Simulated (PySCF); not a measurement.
C₃H₇BrMg, SMILES C[CH](C)[Mg][Br].

The structure is a stationary point at B3LYP-D3(BJ)/def2-SVP. Other conformers were not sampled.

Vertical ionisation energy (IE) and electron affinity (EA) in eV. Rows of orbital energies are one-electron estimates. Where ΔSCF, EOM or ADC give a negative EA the extra electron is unbound and the value depends on the basis.

| level | IE | EA |
|---|---|---|
| −ε(HOMO), −ε(LUMO), PBE0/def2-TZVP (PySCF) | [?] | [?] |
| −ε(HOMO), −ε(LUMO), PBE/def2-TZVP (PySCF) | 5.55 | 1.89 |

Question: Complete the blanks. (An estimate is asked for; the answer gives what the named calculation found.)

Answer: 
- −ε(HOMO), −ε(LUMO), PBE0/def2-TZVP (PySCF), IE: 6.63
- −ε(HOMO), −ε(LUMO), PBE0/def2-TZVP (PySCF), EA: 1.20
